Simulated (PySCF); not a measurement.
Work out the structure from these simulated measurements.

Formula: C7H10O.

* Triplet: lowest triplet excitation (Tamm–Dancoff): 4.38 eV [TDA B3LYP/def2-SVPD]
* 13C NMR: chemical shifts (computed TMS as zero) by class: 169.3 (1 C), 87.7 (1 C), 86.3 (1 C), 75.5 (1 C), 65.8 (1 C), 28.5 (1 C), 17.3 (1 C) ppm [GIAO PBE0/pcSseg-1]
* Rotational structure: rotational constants A, B, C: 3.878, 1.066, 0.951 GHz [GFN2-xTB]
* NMR, other nuclei: isotropic shieldings of nuclei other than C and H, by class: 179 (1 O) ppm [GIAO PBE0/pcSseg-1]
* UV, first state: lowest singlet excitation: 5.98 eV (207 nm, f = 0.050) [TDDFT B3LYP/def2-SVPD]
* Polarisability: 87.9 au [B3LYP/def2-SVPD]

The electronic properties come from PySCF, for the isolated species, density fitting. Levels stand in brackets. One conformer (not necessarily the lowest) at the GFN2-xTB geometry, without solvent, vibrations or thermal averaging. Each NMR value is the plain mean over a class of atoms that symmetry, rotation or inversion makes alike.

Q: Propose a structure and show how it fits.

A: Numbering: `[CH:1]#[C:2][CH2:3][C:4](=[CH2:5])[O:6][CH2:7][CH3:8]`. Its formula, C7H10O, gives 3 degrees of unsaturation: 0 rings and 3 π bonds in the structure found. 7 carbons fall into 7 classes; from least to most shielded: vinylic carbon bearing oxygen [C4] (169.3 ppm), alkyne carbon [C2] (87.7 ppm), terminal =CH2 carbon [C5] (86.3 ppm), terminal alkyne carbon [C1] (75.5 ppm), sp3 carbon bound to oxygen [C7] (65.8 ppm), allylic carbon [C3] (28.5 ppm), methyl carbon [C8] (17.3 ppm). The other shieldings belong to: 179 ppm, ether oxygen [O6]. The optimised geometry has point group C1 and is an asymmetric top. Structure: `C=C(CC#C)OCC`. Computed isomers that give other values at the same levels: `CC1=C(C)OC=CC1` (rotational constant A: 2.935 GHz; this holds for the one conformer computed); `C=C/C=C/C(=C)OC` (13C chemical shifts (computed TMS as zero) by class: 168.1 (1 C), 145.2 (1 C), 138.7 (1 C), 136.8 (1 C), 126.2 (1 C), 91.0 (1 C), 56.0 (1 C) ppm); `C=COC=C1CCC1` (13C chemical shifts (computed TMS as zero) by class: 158.2 (1 C), 145.5 (1 C), 122.4 (1 C), 94.5 (1 C), 27.3 (1 C), 26.7 (1 C), 16.9 (1 C) ppm). The assignments are read from this structure; whether some other isomer fits the data as well wasn't checked.

Conformer computed: `[CH:1]#[C:2][CH2:3][C:4](=[CH2:5])[O:6][CH2:7][CH3:8]`: C2–C3–C4–C5 -79°, C3–C4–O6–C7 -176°, C4–O6–C7–C8 178°.
